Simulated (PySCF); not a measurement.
## TDDFT excited states: C6H10FN

C6H10FN.
SMILES: `C=CC[C@@H](F)CN=C`

Level of theory: TDDFT PBE0/def2-SVPD, vertical, gas phase, core orbitals frozen in the response in PySCF. The structure is a single GFN2-xTB conformer in the gas phase; no vibrational or solvent corrections. Torsions of this conformer, `[CH2:1]=[CH:2][CH2:3][C@@H:4]([F:5])[CH2:6][N:7]=[CH2:8]`: C1–C2–C3–C4 121°, C2–C3–C4–F5 61°, C3–C4–C6–N7 -51°, C4–C6–N7–C8 -116°.

Problem. List the vertical singlet excitations with oscillator strengths and describe the spectrum.

Solution. 

```
state  E (eV)  λ (nm)       f  main configurations (H = HOMO, L = LUMO)
   S1    4.88   254.0  0.0027                    H→L (69%), H-1→L (29%)
   S2    6.28   197.3   0.030                    H-1→L (69%), H→L (30%)
   S3    6.94   178.7   0.144                H→L+1 (86%), H-1→L+1 (12%)
   S4    7.11   174.4  0.0024                               H→L+2 (90%)
   S5    7.36   168.4   0.097                H→L+3 (45%), H-1→L+2 (38%)
   S6    7.45   166.3   0.262                H-2→L (60%), H-1→L+1 (13%)
```

Triplets, Tamm–Dancoff:

```csv
state,E (eV),λ (nm),"main configurations (H = HOMO, L = LUMO)"
T1,4.05,305.9,"H→L (63%), H-1→L (33%)"
T2,4.46,277.9,"H-1→L+1 (46%), H→L+1 (45%)"
```

The lowest singlet lies at 4.88 eV (254 nm, ultraviolet) and is very weak; its leading configuration is HOMO→LUMO (69%). The strongest level in the table is S6 at 7.45 eV (166 nm, f = 0.262). It is the last of those listed, so stronger ones may follow. Löwdin shares by element: HOMO carbon 38% or more, nitrogen 33% (atoms not listed hold the other 29%); LUMO carbon 38% or more, nitrogen 34%, hydrogen 15% or more. The oscillator strengths of these states sum to 0.539; summed over the whole spectrum of an exact calculation they would give the number of electrons, 62 (Thomas–Reiche–Kuhn). Orbital energies (eV): HOMO-3 -9.58, HOMO-2 -8.84, HOMO-1 -7.67, HOMO -7.27, LUMO -0.51, LUMO+1 0.37, LUMO+2 0.88. Of the 6 states listed, 4 reach f = 0.01 and none stays under 0.0005. Singlets were solved by full linear response, triplets in the Tamm–Dancoff approximation.
